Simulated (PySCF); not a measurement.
H3Sb, charge -1, doublet, at the geometry of the source list (a state made from the parent by changing its charge; the spin is typed, not shown lowest) (all electrons, no relativity); BLYP/STO-3G (PySCF).

The PySCF input:
```python
from pyscf import gto, scf, dft

mol = gto.M(
    atom='''
Sb    0.001900   -0.005100    0.743900
H    -0.876500   -1.040800   -0.252900
H    -0.465000    1.281800   -0.237300
H     1.339600   -0.235900   -0.253700
''',
    basis='sto-3g',
    charge=-1,
    spin=1,
    verbose=4,
)

mf = dft.UKS(mol)
mf.xc = 'blyp'
mf.kernel()
```

What the program printed (banner, timings and long lists left out):

```
PySCF version 2.14.0

[INPUT] verbose = 4
[INPUT] num. atoms = 4
[INPUT] num. electrons = 55
[INPUT] charge = -1
[INPUT] spin (= nelec alpha-beta = 2S) = 1
[INPUT] symmetry False subgroup None
[INPUT] Mole.unit = angstrom
[INPUT] Symbol           X                Y                Z      unit          X                Y                Z       unit  Magmom
[INPUT]  1 Sb     0.001900000000  -0.005100000000   0.743900000000 AA    0.003590479637  -0.009637603235   1.405767264064 Bohr   0.0
[INPUT]  2 H     -0.876500000000  -1.040800000000  -0.252900000000 AA   -1.656344948181  -1.966826950447  -0.477911736903 Bohr   0.0
[INPUT]  3 H     -0.465000000000   1.281800000000  -0.237300000000 AA   -0.878722647923   2.422250946467  -0.448432009359 Bohr   0.0
[INPUT]  4 H      1.339600000000  -0.235900000000  -0.253700000000 AA    2.531477116467  -0.445786392785  -0.479423517802 Bohr   0.0

nuclear repulsion = 48.737303199545
number of shells = 14
number of NR pGTOs = 90
number of NR cGTOs = 30
basis = sto-3g
ecp = {}

******** <class 'pyscf.dft.uks.UKS'> ********
method = UKS
initial guess = minao
damping factor = 0
level_shift factor = 0
DIIS = <class 'pyscf.scf.diis.CDIIS'>
diis_start_cycle = 1
diis_space = 8
diis_damp = 0
SCF conv_tol = 1e-09
SCF conv_tol_grad = None
SCF max_cycles = 50
direct_scf = True
direct_scf_tol = 1e-13
number electrons alpha = 28  beta = 27
XC library pyscf.dft.libxc version 7.1.2
    S. Lehtola, C. Steigemann, M. J. T. Oliveira, and M. A. L. Marques,  SoftwareX 7, 1–5 (2018)
XC functionals = blyp
    A. D. Becke,  Phys. Rev. A 38, 3098 (1988)
    C. Lee, W. Yang, and R. G. Parr,  Phys. Rev. B 37, 785 (1988)
    B. Miehlich, A. Savin, H. Stoll, and H. Preuss,  Chem. Phys. Lett. 157, 200 (1989)
radial grids:
    Treutler-Ahlrichs [JCP 102, 346 (1995); DOI:10.1063/1.469408] (M4) radial grids

becke partition: Becke, JCP 88, 2547 (1988); DOI:10.1063/1.454033
pruning grids: <function nwchem_prune>
grids dens level: 3
symmetrized grids: False
atomic radii adjust function: <function treutler_atomic_radii_adjust>
small_rho_cutoff = 0
Set gradient conv threshold to 3.16228e-05
tot grids = 51384
init E= -6237.09520058124

cycle= 1 E= -6254.71196657241  delta_E= -17.6  |g|= 0.243  |ddm|= 2.22
cycle= 2 E= -6254.72244816996  delta_E= -0.0105  |g|= 0.18  |ddm|= 3.11
cycle= 3 E= -6254.7563795648  delta_E= -0.0339  |g|= 0.099  |ddm|= 3.06
cycle= 4 E= -6254.76024474532  delta_E= -0.00387  |g|= 0.0823  |ddm|= 3.02
cycle= 5 E= -6254.76449667198  delta_E= -0.00425  |g|= 0.0585  |ddm|= 2.98
cycle= 6 E= -6254.76207683127  delta_E= 0.00242  |g|= 0.0724  |ddm|= 2.71
cycle= 7 E= -6254.76391675431  delta_E= -0.00184  |g|= 0.0613  |ddm|= 2.03
cycle= 8 E= -6254.764536167  delta_E= -0.000619  |g|= 0.0586  |ddm|= 3.02
cycle= 9 E= -6254.76526840391  delta_E= -0.000732  |g|= 0.0533  |ddm|= 0.373
cycle= 10 E= -6254.76464362551  delta_E= 0.000625  |g|= 0.0564  |ddm|= 3.02
cycle= 11 E= -6254.76475717151  delta_E= -0.000114  |g|= 0.0556  |ddm|= 0.364
cycle= 12 E= -6254.76213318729  delta_E= 0.00262  |g|= 0.073  |ddm|= 3.03
cycle= 13 E= -6254.75945861202  delta_E= 0.00267  |g|= 0.0852  |ddm|= 3.03
cycle= 14 E= -6254.76301448159  delta_E= -0.00356  |g|= 0.0667  |ddm|= 0.114
cycle= 15 E= -6254.75974938586  delta_E= 0.00327  |g|= 0.0847  |ddm|= 3.03
cycle= 16 E= -6254.76197612908  delta_E= -0.00223  |g|= 0.0737  |ddm|= 0.0386
cycle= 17 E= -6254.76512344994  delta_E= -0.00315  |g|= 0.0543  |ddm|= 0.541
cycle= 18 E= -6254.7652345897  delta_E= -0.000111  |g|= 0.0534  |ddm|= 0.13
cycle= 19 E= -6254.76002391856  delta_E= 0.00521  |g|= 0.0825  |ddm|= 2.95
cycle= 20 E= -6254.75962679859  delta_E= 0.000397  |g|= 0.0843  |ddm|= 0.0137
cycle= 21 E= -6254.75906672745  delta_E= 0.00056  |g|= 0.0869  |ddm|= 0.0151
cycle= 22 E= -6254.75794681978  delta_E= 0.00112  |g|= 0.0918  |ddm|= 0.0202
cycle= 23 E= -6254.75926932638  delta_E= -0.00132  |g|= 0.086  |ddm|= 0.0208
cycle= 24 E= -6254.75426735373  delta_E= 0.005  |g|= 0.107  |ddm|= 3.04
cycle= 25 E= -6254.75389502916  delta_E= 0.000372  |g|= 0.108  |ddm|= 0.0276
cycle= 26 E= -6254.76295124188  delta_E= -0.00906  |g|= 0.0684  |ddm|= 0.453
cycle= 27 E= -6254.76065158819  delta_E= 0.0023  |g|= 0.0803  |ddm|= 0.684
cycle= 28 E= -6254.76036980658  delta_E= 0.000282  |g|= 0.0808  |ddm|= 2.97
cycle= 29 E= -6254.76223187345  delta_E= -0.00186  |g|= 0.0711  |ddm|= 0.24
cycle= 30 E= -6254.75921514457  delta_E= 0.00302  |g|= 0.0862  |ddm|= 0.206
cycle= 31 E= -6254.75963804385  delta_E= -0.000423  |g|= 0.0842  |ddm|= 0.0593
cycle= 32 E= -6254.76327091645  delta_E= -0.00363  |g|= 0.0652  |ddm|= 0.206
cycle= 33 E= -6254.75914244581  delta_E= 0.00413  |g|= 0.0876  |ddm|= 3.03
cycle= 34 E= -6254.75443622845  delta_E= 0.00471  |g|= 0.107  |ddm|= 0.0591
cycle= 35 E= -6254.76032805816  delta_E= -0.00589  |g|= 0.0821  |ddm|= 0.0859
cycle= 36 E= -6254.75981690668  delta_E= 0.000511  |g|= 0.0845  |ddm|= 0.0207
cycle= 37 E= -6254.75888244275  delta_E= 0.000934  |g|= 0.0888  |ddm|= 0.0874
cycle= 38 E= -6254.76280297114  delta_E= -0.00392  |g|= 0.0678  |ddm|= 3.02
cycle= 39 E= -6254.75991703371  delta_E= 0.00289  |g|= 0.0841  |ddm|= 3.01
cycle= 40 E= -6254.75589282296  delta_E= 0.00402  |g|= 0.0999  |ddm|= 3.04
cycle= 41 E= -6254.75544950434  delta_E= 0.000443  |g|= 0.102  |ddm|= 0.00846
cycle= 42 E= -6254.74930583116  delta_E= 0.00614  |g|= 0.123  |ddm|= 0.0983
cycle= 43 E= -6254.76274199111  delta_E= -0.0134  |g|= 0.0682  |ddm|= 0.341
cycle= 44 E= -6254.76063575077  delta_E= 0.00211  |g|= 0.0808  |ddm|= 2.99
cycle= 45 E= -6254.7616984425  delta_E= -0.00106  |g|= 0.0754  |ddm|= 0.052
cycle= 46 E= -6254.76453679296  delta_E= -0.00284  |g|= 0.0585  |ddm|= 0.632
cycle= 47 E= -6254.76265120656  delta_E= 0.00189  |g|= 0.0687  |ddm|= 2.96
cycle= 48 E= -6254.76402162428  delta_E= -0.00137  |g|= 0.0604  |ddm|= 0.29
cycle= 49 E= -6254.76509561902  delta_E= -0.00107  |g|= 0.0536  |ddm|= 2.25
cycle= 50 E= -6254.76231506211  delta_E= 0.00278  |g|= 0.0706  |ddm|= 2.09
SCF not converged.
SCF energy = -6254.76231506211 after 50 cycles  <S^2> = 0.75135382  2S+1 = 2.0013534
```

The run did not converge; its last values are not results.
